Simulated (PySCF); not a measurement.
Excitation energy of Si⁺ by level of theory

Si⁺ [Ne] 3s2 3p1 (2P) → Si⁺ [Ne] 3s1 3p1 3d1 (high-spin determinant), as a difference of total energies. Computed with PySCF 2.14 in dyall-av2z (13s9p2d, 50 functions), with the non-relativistic Hamiltonian (point nucleus). Correlated levels: valence: [Ne] frozen; virtual orbitals above 40 to 60 times the deepest correlated orbital energy dropped. The calculations carry no spin-orbit coupling.

| method | excitation energy (cm⁻¹) |
| --- | --- |
| UHF | 113050 |
| MP2 (valence) | 119730 |
| SCS-MP2 (valence) | 121680 |
| CCSD (valence) | 118110 |
| CCSD(T) (valence) | 116910 |
| CCSDT (valence) | 126430 |
| FCI (valence) | 117060 |

The promoted electron is Rydberg-like, and one or two diffuse shells describe it only roughly, which tends to raise the upper state.

The coupled-cluster amplitudes are large for the upper state (T1 above 0.03 or a double amplitude above 0.15), so a single reference is strained.

The determinant of the upper state mixes LS terms, which raises its energy above the lowest term, most at the Hartree-Fock and MP2 levels.
